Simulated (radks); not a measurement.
Results of a calculation; reference values are marked as such.
Excited configurations of Ho: one electron is placed in a higher orbital outside [Xe] 4f11 6s1. The ground configuration is [Xe] 4f11 6s2. Code: a radial shooting solver on a logarithmic mesh with Libxc functionals. Model: Dirac Kohn-Sham, PBE, spin-unpolarised, spherical densities, point nucleus; open shells are shared between the two j in proportion to 2j + 1. Excitation = E - E(ground); binding = E(ion) - E, where the ion is the core of charge +1; n* = 1/sqrt(2 binding) in atomic units, and the quantum defect is n - n*. Eigenvalue and <r> are those of j = l + 1/2.

| outer orbital | excitation (eV) | binding (eV) | n* | eigenvalue (eV) | <r> (bohr) |
|---|---|---|---|---|---|
| 5d | 2.785 | 3.527 | 1.964 | -0.786 | 4.140 |
| 5f | 5.386 | 0.926 | 3.834 | -0.429 | 16.91 |
| 6p | 2.721 | 3.591 | 1.947 | -1.715 | 5.711 |
| 6d | 4.846 | 1.466 | 3.046 | -0.711 | 11.77 |
| 6f | 5.665 | 0.648 | 4.584 | -0.367 | 28.52 |
| 7s | 4.114 | 2.198 | 2.488 | -1.304 | 9.873 |
| 7p | 4.712 | 1.600 | 2.916 | -0.910 | 12.92 |
| 7d | 5.393 | 0.919 | 3.847 | -0.524 | 21.48 |
| 7f | 5.839 | 0.473 | 5.365 | -0.290 | 42.53 |

The Delta-SCF ionisation energy is 6.312 eV (NIST Atomic Spectra Database: 6.022 eV, measured). Self-interaction in the functional shifts the binding energies and quantum defects, so they are the method's values and not measured ones. Spin polarisation and multiplet splitting are left out, so open shells lie too high by an amount that depends on their filling. Sharing an open shell by 2j + 1 raises it above the true ground level by a part of the spin-orbit splitting, which enters the differences from NIST.

Beside tabulated values, note that spin-unpolarised runs miss the spin-polarisation part of the exchange energy of open shells.
